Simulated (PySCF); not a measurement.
Gd⁺: ionisation energy

Gd⁺ [Xe] 4f7 5d1 6s1 (10D) → Gd²⁺ [Xe] 4f7 5d1 (9D), as a difference of total energies. All numbers are calculated (PySCF 2.14, scalar relativity by spin-free X2C-1e, in x2c-TZVPPall (11s7p7d4f2g, 113 functions)). Correlated levels: valence: [Kr] 4d10 frozen; valence and next inner shell: [Ar] 3d10 frozen. The calculations carry no spin-orbit coupling.

| method | ionisation energy (eV) | plus first-order spin-orbit estimate | difference from reference of that sum (eV) |
| --- | --- | --- | --- |
| UHF | 11.366 | 11.340 | -0.736 |
| LDA | 12.713 | 12.687 | +0.611 |
| PBE | 12.482 | 12.457 | +0.381 |
| PBE0 | 12.258 | 12.232 | +0.156 |
| r2SCAN | 12.354 | 12.329 | +0.253 |
| MP2 (valence) | 12.122 | 12.097 | +0.021 |
| SCS-MP2 (valence) | 11.898 | 11.873 | -0.203 |
| MP2 (valence and next inner shell) | 12.183 | 12.158 | +0.082 |
| SCS-MP2 (valence and next inner shell) | 11.962 | 11.937 | -0.139 |

Reference: 12.076 ± 0.02 eV (semi-empirical (NIST evaluation); NIST Atomic Spectra Database, ionization energies).

A first-order spin-orbit estimate (lowest level to lowest level, LS coupling) adds -0.025 eV.

Errors of the correlated levels include the incompleteness of this basis and the frozen core.
